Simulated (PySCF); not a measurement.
# MP2 beside CCSD(T) along the third period: bonds to Sn

MP2 and CCSD(T) in PySCF with def2-SVPD on every atom (core potentials on Sn), for the lowest determinant that a PBE0 search found; no spin–orbit coupling.

```tsv
molecule	state (unpaired electrons)	MP2 Re (Å)	MP2 ωe (cm⁻¹)	MP2 De (eV)	CCSD(T) Re (Å)	CCSD(T) ωe (cm⁻¹)	CCSD(T) De (eV)
AlSn	quartet (σ ↑, π ↑↑)	2.665	270	1.99	?	?	?
SiSn	triplet (π ↑↑)	2.530	349	2.29	2.547	339	2.29
SnS	singlet (closed shell)	2.253	475	4.71	2.265	459	4.52
SnCl	doublet (π ↑)	2.427	339	3.69	2.437	334	3.55
```

(1) Estimate the CCSD(T) values of AlSn by adding the mean shift from MP2 to CCSD(T) of the other rows, and compare with the calculation.

(2) What are the mean differences of MP2 from CCSD(T) over the whole series?

In a basis of this size CCSD(T) is itself not converged; it tends to give bonds that are too long and too weak.

Correlated steps freeze 9 core orbitals. Correlated levels converge slowly with the basis: in double zeta they bind strong bonds too weakly, by up to about 1 eV, and carry superposition errors of some tenths. Spin–orbit coupling is left out, which matters for elements this heavy, above all for dissociation energies. Where the molecule has an RHF reference, its open-shell atoms are computed with UHF. The CCSD T1 diagnostic is raised in SnS, a sign that a single reference may not be enough there. States were picked by a PBE0 search and need not be the measured ground states.

Results:

(1) The mean shifts are +1.3 pm, -10 cm⁻¹ and -0.11 eV, which give 2.678 Å, 260 cm⁻¹ and 1.88 eV. CCSD(T)/def2-SVPD gives Re = 2.685 Å, ωe = 263 cm⁻¹, De = 1.95 eV.

(2) Re -1.5 pm, ωe +10 cm⁻¹, De +0.09 eV.
